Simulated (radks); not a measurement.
Yb II, 69 electrons, occupied as [Xe] 4f12 5d1 6s1 6p1 (not the ground configuration). All-electron calculation, Dirac Kohn-Sham, PBE, spin-unpolarised, spherical densities, finite nucleus; open shells are shared between the two j in proportion to 2j + 1; Fermi nuclear charge, rms radius 5.3108 fm. Program: a radial shooting solver on a logarithmic mesh with Libxc functionals.

Spin-orbit splittings of the eigenvalues, e(l+1/2) - e(l-1/2), with zeta = 2 splitting/(2l+1) and mean radii in bohr:

shell  occ.  splitting (eV)  zeta (eV)  <r> j=l-1/2  <r> j=l+1/2
2p        6            1047      697.9      0.06873      0.07623
3p        6           222.1      148.1       0.2061       0.2201
3d       10           48.52      19.41       0.1935       0.1979
4p        6           50.60      33.73       0.4944       0.5263
4d       10           9.270      3.708       0.5500       0.5612
4f       12           1.468     0.4196       0.6973       0.7088
5p        6           6.982      4.655        1.301        1.401
5d        1          0.5516     0.2207        2.111        2.174
6p        1          0.6780     0.4520        3.852        4.101
